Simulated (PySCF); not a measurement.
Species: C5H11O2PS.
Bonds: C1–O2, O2–C3, C3–O4 (double), C3–P5, P5–C6, P5–C7, C7–S8, S8–C9. Hydrogens: H10, H11, H12 on C1; H13, H14, H15 on C6; H16, H17 on C7; H18, H19, H20 on C9.

The same species was optimised twice, with GFN2-xTB and with PBE0-D3(BJ)/def2-SVP (PySCF), and the same property calculations (PySCF, gas phase) were run on both structures.

```tsv
coordinate	GFN2-xTB	PBE0-D3(BJ)/def2-SVP	change
S8–C9 (Å)	1.816	1.803	-0.013
C7–S8 (Å)	1.820	1.810	-0.010
O2–C3 (Å)	1.328	1.338	+0.010
C3–P5 (Å)	1.852	1.860	+0.008
C1–O2 (Å)	1.425	1.420	-0.005
P5–C6 (Å)	1.849	1.845	-0.004
P5–C7 (Å)	1.858	1.854	-0.004
C3=O4 (Å)	1.202	1.203	+0.001
C3–P5–C6 (°)	97.4	100.7	+3.3
O2–C3–P5 (°)	108.6	111.2	+2.6
C6–P5–C7 (°)	99.4	101.6	+2.2
O2–C3–O4 (°)	125.4	123.7	-1.7
P5–C7–S8 (°)	110.2	108.7	-1.5
C7–S8–C9 (°)	98.0	99.5	+1.5
C3–P5–C7 (°)	94.9	96.0	+1.1
O4–C3–P5 (°)	126.0	125.0	-1.0
C1–O2–C3–O4 (°)	1	1	0
O2–C3–P5–C6 (°)	-63	-46	+17
C3–P5–C7–S8 (°)	167	-177	+16
P5–C7–S8–C9 (°)	170	-171	+19
```

Rotational constants: A = 2840, B = 537.9, C = 479.4 MHz (GFN2-xTB) against A = 2742, B = 530.5, C = 477.5 MHz (PBE0-D3(BJ)/def2-SVP). Point groups within 0.08 Å: C1 and C1. Atoms that the bonding makes alike are paired by their places after alignment.

On the GFN2-xTB structure: HOMO (eV) -6.41 [PBE0/pcSseg-1]; LUMO (eV) -0.26 [PBE0/pcSseg-1]; dipole (D) 1.91 [PBE0/pcSseg-1]; GIAO shielding of C1 (ppm) 133.1 [PBE0/pcSseg-1]; GIAO shielding of O2 (ppm) 138.7 [PBE0/pcSseg-1]; GIAO shielding of C3 (ppm) -3.6 [PBE0/pcSseg-1]; GIAO shielding of O4 (ppm) -130.1 [PBE0/pcSseg-1]; GIAO shielding of P5 (ppm) 371.2 [PBE0/pcSseg-1]; GIAO shielding of C6 (ppm) 172.7 [PBE0/pcSseg-1]; GIAO shielding of C7 (ppm) 146.7 [PBE0/pcSseg-1]; GIAO shielding of S8 (ppm) 576.3 [PBE0/pcSseg-1].

What do these properties become on the PBE0-D3(BJ)/def2-SVP structure?

```
                                    property          level  on GFN2-xTB  on PBE0-D3(BJ)/def2-SVP  change
                                   HOMO (eV)  PBE0/pcSseg-1        -6.41                    -6.46   -0.05
                                   LUMO (eV)  PBE0/pcSseg-1        -0.26                    -0.31   -0.05
                                  dipole (D)  PBE0/pcSseg-1         1.91                     2.70   +0.79
energy, GFN2-xTB geometry as zero (kcal/mol)  PBE0/pcSseg-1          0.0                     -1.2    -1.2
                  GIAO shielding of C1 (ppm)  PBE0/pcSseg-1        133.1                    132.1    -1.0
                  GIAO shielding of O2 (ppm)  PBE0/pcSseg-1        138.7                    133.6    -5.1
                  GIAO shielding of C3 (ppm)  PBE0/pcSseg-1         -3.6                     -3.1    +0.5
                  GIAO shielding of O4 (ppm)  PBE0/pcSseg-1       -130.1                   -136.3    -6.2
                  GIAO shielding of P5 (ppm)  PBE0/pcSseg-1        371.2                    358.7   -12.5
                  GIAO shielding of C6 (ppm)  PBE0/pcSseg-1        172.7                    172.4    -0.3
                  GIAO shielding of C7 (ppm)  PBE0/pcSseg-1        146.7                    145.4    -1.3
                  GIAO shielding of S8 (ppm)  PBE0/pcSseg-1        576.3                    581.3    +5.0
```

The heavy atoms differ by 0.220 Å rms after alignment. Among bonds between heavy atoms S8–C9 changes most (-0.013 Å). Changes are differences of the printed values. Neither structure is proved a minimum here.

Shape of the structure used: `[CH3:1][O:2][C:3](=[O:4])[P:5]([CH3:6])[CH2:7][S:8][CH3:9]`: C1–O2–C3–O4 1°, O2–C3–P5–C6 -46°, C3–P5–C7–S8 -177°, P5–C7–S8–C9 -171°.
